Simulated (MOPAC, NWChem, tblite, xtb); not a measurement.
# How methods differ on GaAlNH5 (SMILES [NH2][AlH][GaH2])

GaAlNH5: 8 atoms, total charge 0, spin state singlet. SMILES: `[NH2][AlH][GaH2]`. Geometry: a GFN2-xTB relaxation, a rough one for these elements and not checked as a minimum.

Quantity: the dipole moment, in D. The values are calculated.

| level | kind | program | value (D) | CPU time |
| --- | --- | --- | --- | --- |
| AM1 | semi-empirical | MOPAC | 0.89 | under 2 s |
| GFN2-xTB | semi-empirical | tblite | 3.78 | under 2 s |
| IPEA1-xTB | semi-empirical | tblite | 3.05 | under 2 s |
| GFN0-xTB | semi-empirical | xtb | 3.46 | under 2 s |
| HF/STO-3G | Hartree–Fock | NWChem | 2.43 | 15 s |
| HF/3-21G | Hartree–Fock | NWChem | 2.36 | 3.5 s |
| HF/pcseg-1 | Hartree–Fock | NWChem | 2.44 | 28 s |
| B3LYP/6-31G* (spherical functions) | global hybrid | NWChem | 2.52 | 30 s |
| B3LYP/6-31G* (Cartesian functions) | global hybrid | NWChem | 2.51 | 32 s |

All-electron rows without a relativistic Hamiltonian named are non-relativistic. The values span 0.89 to 3.78 D. Magnitudes only. Sets without polarisation functions give poor dipoles. Without the sets that lack polarisation functions the rows with a basis span only 2.44 to 2.52 D. Times are those of the runs behind each value, whatever else they computed, on shared processors of several kinds: orders of magnitude only.
